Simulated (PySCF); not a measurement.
BH3, SMILES B.

The structure is a stationary point at B3LYP-D3(BJ)/def2-TZVPD. The isomer is the one that the SMILES or the coordinates give; other isomers of the formula were not compared.

Two levels are set side by side: TDA-PBE/def2-TZVPD (PySCF) and EOM-CCSD/aug-cc-pVDZ (PySCF). Vertical, same geometry; the bases differ. Differences are taken from unrounded values.

```
quantity                                      EOM-CCSD  TDA-PBE  TDA-PBE minus EOM-CCSD
--------------------------------------------  --------  -------  ----------------------
lowest singlet excitation (eV)                    6.09     5.63                   -0.45
lowest triplet excitation (TDA for PBE) (eV)      5.42     4.80                   -0.62
```

A lower first singlet is the usual sign of a functional without exact exchange. Differences between two approximate levels are no errors against the true value.

Rough cost on one machine, each run with all the roots and properties that it gave: EOM-CCSD against TDA-PBE about 3 times.
